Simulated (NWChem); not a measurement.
System: AlGeH₃ClF; SMILES [F][Al]([Cl])[GeH3]

Input file for NWChem:

```
start job
memory heap 200 mb stack 900 mb global 1100 mb
geometry units angstroms noautoz
  Al     0.444045     0.701863    -0.004576
  Cl    -0.965535     2.274560     0.011581
  F      2.037227     1.158823     0.004996
  Ge    -0.221023    -1.674622    -0.009259
  H     -0.307055    -2.210678     1.440723
  H     -1.608560    -1.861147    -0.664937
  H      0.803683    -2.545792    -0.773050
end
basis spherical
  Al library def2-svpd
  Cl library def2-svpd
  F library def2-svpd
  Ge library def2-svpd
  H library def2-svpd
end
dft
  xc slater vwn_5
  iterations 150
  vectors input atomic output neutral.movecs
end
task dft energy
charge 1
dft
  odft
  mult 2
  vectors input atomic output cation.movecs
end
task dft energy
charge -1
dft
  odft
  mult 2
  vectors input atomic output anion.movecs
end
task dft energy
```

All runs use the structure optimised with B3LYP/6-31G* (spherical d).

Ions are spin-unrestricted doublets at the neutral geometry; other ion states weren't tried.

Problem. What results follow from this input? (LDA (Slater exchange, VWN5)/def2-SVPD, vertical spin-unrestricted ions.) Quantities: vertical ionisation energy, ΔSCF (eV); −ε(HOMO) (eV).

Solution. 
```
Quantity                               Value
-------------------------------------  -----
vertical ionisation energy, ΔSCF (eV)  10.43
−ε(HOMO) (eV)                           7.55
```
